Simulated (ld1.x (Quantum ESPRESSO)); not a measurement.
Which change was made? (Au, TM)

Au (Z = 79), norm-conserving Troullier–Martins (Kleinman–Bylander form), made with ld1.x (Quantum ESPRESSO) 7.5 (PBE, scalar-relativistic). Core [Kr] 4d10 4f14, reference 5s2 5p6 5d10 6s0 6p0 (charge +1). Waves: 5s (bound): rc 1.30 bohr; 5p (bound): rc 1.40 bohr; 5d (bound): rc 1.25 bohr. Local part: all-electron potential smoothed inside 1.30 bohr (lloc = -1). Core correction: Bessel-smoothed model core inside 0.95 bohr.

Cutoffs, loose and tight: the cutoffs (Ry, on a coarse ladder) from which the occupation-weighted sum of valence levels, in a spherical-Bessel basis at the reference potential, stays within 10 and 1 mRy of its value at 400 Ry. They do not see the model core or the augmentation charge, which bear on the density cutoff. Test errors are all-electron minus pseudo excitation energies from the reference, over the configurations 5s2 5p6 5d10 6s1 6p0; 5s2 5p6 5d9 6s0 6p0; 5s2 5p6 5d8 6s0 6p0; 5s2 5p5 5d10 6s1 6p0; 5s2 5p6 5d7 6s0 6p0; 5s2 5p6 5d10 6s0 6p1; 5s1 5p6 5d10 6s1 6p0; variants that change the core or the reference have their own tests. The largest error is taken over the tests solved by every variant that gives reliable tests at all, those not shown here included: 5s2 5p6 5d10 6s0 6p1; 5s2 5p6 5d7 6s0 6p0; 5s2 5p6 5d8 6s0 6p0; 5s2 5p6 5d9 6s0 6p0.

The base gives: outcome: generated; cutoff, loose: 100 Ry; cutoff, tight: 160 Ry; bound ghosts: none; largest test error (meV): +43.

(1) After one change the result is: outcome: generated; cutoff, loose: 90 Ry; cutoff, tight: 120 Ry; bound ghosts: s; largest test error (meV): +43. Which change was it?
A. wave 5s (bound): rc 1.30 bohr becomes 5s (bound): rc 1.80 bohr
B. wave 5s (bound): rc 1.30 bohr becomes 5s (bound): rc 1.36 bohr
C. wave 5s (bound): rc 1.30 bohr becomes 5s (bound): rc 1.04 bohr

Answers

(1) A. The others give: wave 5s (bound): rc 1.30 bohr becomes 5s (bound): rc 1.36 bohr → outcome: generated; cutoff, loose: 100 Ry; cutoff, tight: 160 Ry; bound ghosts: none; largest test error (meV): +43 | wave 5s (bound): rc 1.30 bohr becomes 5s (bound): rc 1.04 bohr → outcome: generated; cutoff, loose: 140 Ry; cutoff, tight: 260 Ry; bound ghosts: none; largest test error (meV): +43.
